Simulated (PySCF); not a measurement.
# Computed properties of CAgO, SMILES O=[C+][Ag], charge +1, multiplicity 1

CAgO, SMILES O=[C+][Ag], charge +1, multiplicity 1. The structure is a stationary point at PBE0-D3(BJ)/def2-TZVP. The spin state was assumed, not searched. The def2 effective core potentials stand for the cores of Ag; spin–orbit coupling is left out. Other conformers were not sampled. All values are computed for the isolated molecule unless a solvent is named; none is compared with measurement here.

**Structure.** The optimised structure has C∞v symmetry. All 4 harmonic modes at PBE0-D3(BJ)/def2-TZVP (PySCF) are real, so it is a minimum. With heavy atoms numbered as in [Ag:1][C+:2]=[O:3], the shortest bond between them is C2–O3 at 1.112 Å and the longest Ag1–C2 at 2.130 Å.

**Vibrations.** The strongest infrared lines (harmonic, unscaled, degenerate partners summed) lie at 2342 cm⁻¹ (100 km/mol, C 58 %, O 42 %), 264 cm⁻¹ (1 km/mol, O 46 %, C 33 %, Ag 21 %), 232 cm⁻¹ (1 km/mol, C 75 %, O 24 %). The softest mode is at 232 cm⁻¹ and the zero-point energy is 4.4 kcal/mol.

**Electronic structure.** M06-2X/def2-TZVPD (PySCF) places the frontier levels at -17.42 and -7.47 eV, a gap of 9.95 eV and a mean polarisability of 22.0 bohr³. PBE/def2-TZVPD (PySCF) at the same geometry gives -14.05 and -9.61 eV, so its gap is 5.51 eV narrower. An orbital gap is neither the optical nor the fundamental gap.

**Excitations.** TDA-ωB97X/def2-TZVPD (PySCF) has S1 at 5.47 eV (227 nm, f = 0.003, weak); the most intense of the 10 singlets computed lies at 7.41 eV (f = 0.14). Strengths of degenerate partners are summed. T1 (TDA) is at 4.90 eV, 0.57 eV under S1. TDA-PBE/def2-TZVPD (PySCF) puts S1 at 4.90 eV. No vertical singlet excitation falls in the visible range (under 3.1 eV).
